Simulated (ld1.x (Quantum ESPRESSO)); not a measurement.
Which change was made? (Ca, PAW)

ld1.x (Quantum ESPRESSO) 7.5 input, shortened:

```
&input
   title='Ca', zed=20., rel=1, dft='PZ', iswitch=3,
   config='[Ar] 3d0 4s0 4p0'
 /
 &inputp
   pseudotype=3, lpaw=.true., tm=.true., lloc=-2, rcloc=1.50,
   nlcc=.true., rcore=1.35,
   which_augfun='BESSEL', rmatch_augfun=1.20
 /
6
3S  1  0   2.00   0.00  1.55  2.10  0.0
4S  2  0   0.00   0.00  1.55  2.10  0.0
3P  2  1   6.00   0.00  1.65  1.85  0.0
4P  3  1   0.00   0.00  1.65  1.85  0.0
3D  3  2   0.00   0.00  1.65  1.75  0.0
3D  3  2   0.00   2.00  1.65  1.75  0.0
 &test
   configts(1)='3s2 3p6 3d0 4s0 4p0'
 /
```

Cutoffs, loose and tight: the cutoffs (Ry, on a coarse ladder) from which the occupation-weighted sum of valence levels, in a spherical-Bessel basis at the reference potential, stays within 10 and 1 mRy of its value at 400 Ry. They do not see the model core or the augmentation charge, which bear on the density cutoff. Test errors are all-electron minus pseudo excitation energies from the reference, over the configurations 3s2 3p6 3d0 4s2 4p0; 3s2 3p6 3d0 4s1 4p0; 3s2 3p6 3d0 4s1.5 4p0; 3s1 3p6 3d0 4s2 4p0; 3s2 3p6 3d1 4s1 4p0; 3s2 3p6 3d0 4s0 4p2; 3s2 3p6 3d0 4s0 4p1 (two spin-polarised tests are not counted in the largest error); variants that change the core or the reference have their own tests.

The base gives: outcome: generated; cutoff, loose: 25 Ry; cutoff, tight: 40 Ry; bound ghosts: none; largest test error (meV): +22.

After one change the result is: outcome: generated; cutoff, loose: 18 Ry; cutoff, tight: 35 Ry; bound ghosts: none; largest test error (meV): +86. Which change was it?
A. all radii but the core radius scaled by about 1.22 (s 2.56, p 2.26, d 2.14 bohr, rcut 1.90/2.02/2.02); local potential all-electron potential smoothed inside 1.84 bohr (lloc = -2); augmentation BESSEL, radius 1.46 bohr
B. all radii but the core radius scaled by about 1.11 (s 2.32, p 2.04, d 1.94 bohr, rcut 1.72/1.82/1.82); local potential all-electron potential smoothed inside 1.66 bohr (lloc = -2); augmentation BESSEL, radius 1.32 bohr
C. all radii but the core radius scaled by about 0.78 (s 1.64, p 1.44, d 1.36 bohr, rcut 1.22/1.30/1.30); local potential all-electron potential smoothed inside 1.18 bohr (lloc = -2); augmentation BESSEL, radius 0.94 bohr
D. all radii but the core radius scaled by about 0.91 (s 1.92, p 1.68, d 1.60 bohr, rcut 1.42/1.50/1.50); local potential all-electron potential smoothed inside 1.36 bohr (lloc = -2); augmentation BESSEL, radius 1.10 bohr

B. The others give: all radii but the core radius scaled by about 0.78 (s 1.64, p 1.44, d 1.36 bohr, rcut 1.22/1.30/1.30); local potential all-electron potential smoothed inside 1.18 bohr (lloc = -2); augmentation BESSEL, radius 0.94 bohr → outcome: failed: new_paw_hamiltonian: negative rho | all radii but the core radius scaled by about 1.22 (s 2.56, p 2.26, d 2.14 bohr, rcut 1.90/2.02/2.02); local potential all-electron potential smoothed inside 1.84 bohr (lloc = -2); augmentation BESSEL, radius 1.46 bohr → outcome: generated, overlap not positive; bound ghosts: not determined (overlap not positive); largest test error (meV): test run stopped at test 1 of 9 (negative rho) | all radii but the core radius scaled by about 0.91 (s 1.92, p 1.68, d 1.60 bohr, rcut 1.42/1.50/1.50); local potential all-electron potential smoothed inside 1.36 bohr (lloc = -2); augmentation BESSEL, radius 1.10 bohr → outcome: generated; cutoff, loose: 30 Ry; cutoff, tight: 45 Ry; bound ghosts: none; largest test error (meV): -2.4. A file whose overlap is not positive is unfit for use, and its test errors describe a broken file.
